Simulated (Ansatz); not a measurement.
## Two structures, one formula

The two ends of one reaction step of GeH5SF, closed shell (PBE0-D4/def2-TZVP).

A:

```csv
atom,x (Å),y (Å),z (Å)
Ge1,-0.4913,0.0207,-1.3054
F2,1.0745,-0.6070,-0.8352
H3,-0.4799,0.0030,-2.8396
H4,-0.5742,1.4396,-0.7359
H5,-1.5333,-0.9305,-0.7120
H6,1.0291,-0.6431,1.4651
S7,0.2049,-0.2488,2.4504
H8,0.7703,0.9661,2.5125
```

B:

```
atom    x (Å)    y (Å)    z (Å)
 Ge1  -0.9142   0.4172  -0.5260
  F2   1.9724  -1.7850  -0.0953
  H3   0.1858   0.5658  -1.5804
  H4  -1.7810   1.6801  -0.4446
  H5  -1.7679  -0.8307  -0.7582
  H6   1.4585  -1.2690   0.4964
  S7   0.0328   0.0648   1.4787
  H8   0.8138   1.1570   1.4292
```

Ansatz 0.2.0; basis: def2-TZVPP; cores frozen in the correlated methods. Filled d shells of the heavier atoms are correlated. The def2 sets are not built for correlating such inner shells, so the correlated values are less sure here. B3LYP uses VWN-RPA correlation.

**Question.** Which structure is lower at CCSD(T), and by how much? (Judge from chemistry; the value comes from the calculation.)

**Answer.** Computed: B, by 0.013 eV (electronic energy, against the other); a gap this small isn't resolved in one triple-zeta basis. By their contacts, A is a complex of GeH₃F ([F][GeH3]) + H₂S and B is a complex of GeH₄S ([SH][GeH3]) + HF.

**Question.** Do the other methods give the same order? (A judgement: the text doesn't fix the answer.)

**Answer.** The calculation gives: Not all: B97M-V, BHLYP-D4, CAM-B3LYP-D4, wB97X-V, wB97M-V, B2PLYP, RPA on PBE, HF, CCSD give the other order.

```csv
method,E(B) − E(A) (eV)
SPW92,-0.219
PBE-D4,-0.138
BLYP-D4,-0.002
r2SCAN-D4,-0.037
B97M-V,0.088
PBE0-D4,-0.133
B3LYP-D4,-0.004
r2SCAN0-D4,-0.063
BHLYP-D4,0.037
CAM-B3LYP-D4,0.056
wB97X-V,0.035
wB97M-V,0.004
B2PLYP,0.016
PBE-QIDH,-0.093
RPA on PBE,0.052
HF,0.213
MP2,-0.065
CCSD,0.020
CCSD(T),-0.013
```

No T1 diagnostic of these runs exceeds 0.012.

Labels in which every atom is bracketed show which atoms are joined, not bond orders.

For scale, one of the runs: CCSD(T)/def2-TZVPP, 191 basis functions (an equivalent command: `ansatz run in.yaml --threads 4`). The run took 81 s on 4 CPU threads (shared host), with 2.1 GiB of host memory at its peak.
